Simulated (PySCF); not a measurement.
SMILES C[N](C)[Be][SiH3] (C2H9BeNSi) (PBE0/def2-SVP optimised geometry):

```
14

Be    -1.369    -1.803    -1.693
N     -1.943    -2.544    -2.876
C     -3.115    -2.105    -3.595
C     -1.376    -3.762    -3.402
H     -2.894    -1.908    -4.662
H     -3.924    -2.861    -3.564
H     -3.519    -1.174    -3.166
H     -2.096    -4.603    -3.362
H     -1.067    -3.649    -4.460
H     -0.484    -4.065    -2.830
Si    -0.542    -0.722     0.000
H      0.960    -0.722     0.000
H     -0.964    -1.281     1.328
H     -0.960     0.722     0.000
```

Level of theory: PBE0/def2-TZVP (PySCF 2.14.0).

### Question
What are the frontier orbital energies and the dipole moment?

### Answer
HOMO-2 -9.29 eV, HOMO-1 -7.77 eV, HOMO -6.50 eV, LUMO -0.77 eV, LUMO+1 -0.27 eV; dipole moment 2.09 D.

On the same geometry PBE/def2-TZVP (PySCF) gives HOMO-2 -7.96 eV, HOMO-1 -6.61 eV, HOMO -5.29 eV, LUMO -1.57 eV, LUMO+1 -1.04 eV; dipole moment 2.19 D.

Meta-Löwdin charges at PBE0/def2-TZVP: Be1 1.09, N2 -0.78, C3 -0.23, C4 -0.23, H5 0.10, H6 0.10, H7 0.11, H8 0.10, H9 0.10, H10 0.11, Si11 -0.25, H12 -0.07, H13 -0.07, H14 -0.07.
